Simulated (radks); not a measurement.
The numbers below are computed, except where a source is named.
Ta+, 72 electrons, occupied as [Xe] 4f12.5 5d4.5 6s1 (fractional occupations, a model configuration). Level of theory: Dirac Kohn-Sham, PBEsol, spin-unpolarised, spherical densities, point nucleus; open shells fill j = l - 1/2 first (a radial shooting solver on a logarithmic mesh with Libxc functionals).

Unscreened Slater integrals over Kohn-Sham orbitals (cm^-1). Large and small components are both included.

integral,value
"F0(5d5/2,5d5/2)",101760
"F2(5d5/2,5d5/2)",51581
"F4(5d5/2,5d5/2)",33620
"F0(5d5/2,6s1/2)",76976
"G2(5d5/2,6s1/2)",22707
"F0(5d5/2,5d3/2)",103510
"F2(5d5/2,5d3/2)",52485
"G2(5d5/2,5d3/2)",52436
"G4(5d5/2,5d3/2)",34204
"F0(5d5/2,4f7/2)",133860
"F2(5d5/2,4f7/2)",29238
"F4(5d5/2,4f7/2)",13461
"G1(5d5/2,4f7/2)",10779
"G3(5d5/2,4f7/2)",9430.1
"G5(5d5/2,4f7/2)",7357.6
"F0(6s1/2,6s1/2)",66770
"F0(6s1/2,5d3/2)",77613
"G2(6s1/2,5d3/2)",21376
"F0(6s1/2,4f7/2)",87562
"G3(6s1/2,4f7/2)",2564.7
"F0(5d3/2,5d3/2)",105370
"F2(5d3/2,5d3/2)",53520
"F0(5d3/2,4f7/2)",138100
"F2(5d3/2,4f7/2)",31263
"G3(5d3/2,4f7/2)",10340
"G5(5d3/2,4f7/2)",8044.6
"F0(4f7/2,4f7/2)",329430
"F2(4f7/2,4f7/2)",159690
"F4(4f7/2,4f7/2)",100840
"F6(4f7/2,4f7/2)",72736
